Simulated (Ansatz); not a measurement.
Basis-set extrapolation for ClFH6Si3, SMILES `F[SiH](Cl)[SiH2][SiH3]` (PBE0-D4/def2-TZVP geometry, frozen core, the Gaussian-basis code of Ansatz). Multiplicity 1, RHF reference.

```json
{"": "HF", "def2-TZVPP": "-1429.437441", "def2-QZVPP": "-1429.482083"}
{"": "MP2 correlation", "def2-TZVPP": "-0.806722", "def2-QZVPP": "-0.879418"}
{"": "CCSD(T) correlation", "def2-TZVPP": "-0.908028", "def2-QZVPP": "not run"}
```

Energies in hartree. Use E(X) = E(∞) + A·exp(−7.88·√X) for Hartree–Fock and E(X) = E(∞) + B·X^(−2.97) for correlation, with X = 3 and 4, and add CCSD(T) minus MP2 of the smaller set to the MP2 limit.

What is the CCSD(T) energy at the basis-set limit?

HF limit: -1429.482083 + (-0.044642) × 0.13774 = -1429.48823. MP2 limit: -0.879418 + (-0.072696) × 0.74074 = -0.93327. Higher-order term: -0.908028 − (-0.806722) = -0.10131. Total: -1430.52281 hartree, 4.83 eV below CCSD(T)/def2-TZVPP.
